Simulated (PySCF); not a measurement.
CF3, SMILES F[C+](F)F, charge +1.

Coordinates come from a PBE-D3(BJ)/def2-TZVP optimisation.

All values below come from PBE-D3(BJ)/def2-TZVP (PySCF).

No scaling factor is applied to the harmonic values.

Modes within 1.5 cm⁻¹ of each other (mostly degenerate sets) share a row, with their intensities summed.

Computed harmonic wavenumbers and intensities:
```tsv
mode	ν (cm⁻¹)	IR (km/mol)	moving atoms (share of kinetic energy)
1–2	566	21.1	F 91 %, C 9 %
3	765	48.3	C 83 %, F 17 %
4	1010	0.0	F 100 %
5–6	1607	791.3	C 74 %, F 26 %
```
